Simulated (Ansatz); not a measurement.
Mulliken charges of `[SiH3][SiH]1[SiH2]S1` from ωB97M-V/def2-TZVPP in Ansatz (PBE0-D4/def2-TZVP geometry).

```
atom   x (Å)   y (Å)   z (Å)  charge (e)
 Si1  -1.250   1.477   0.091       0.066
 Si2   0.116  -0.171  -0.822       0.110
 Si3   1.506  -1.385   0.465       0.152
  S4  -0.383  -2.176  -0.169      -0.272
  H5  -2.626   1.387  -0.465      -0.008
  H6  -0.696   2.825  -0.207      -0.015
  H7  -1.295   1.272   1.562      -0.008
  H8   0.377  -0.063  -2.281      -0.011
  H9   1.637  -1.147   1.922      -0.008
 H10   2.696  -2.071  -0.091      -0.007
```

Q: By hand: the dipole of these point charges (1 e Å = 4.8032 D).

A: Σ q r = (0.269, 0.421, 0.037) e Å, of length 0.501 e Å = 2.41 D.

Q: How does the dipole of the full density compare? (An estimate is asked.)

A: The calculation gave: (0.171, 0.274, 0.012) e Å, 1.55 D; the point charges give 1.55 times that, at 2° from its direction.

Point charges leave out the atoms' own dipoles, such as those of lone pairs, and Mulliken's split depends on the basis, so the two needn't agree.
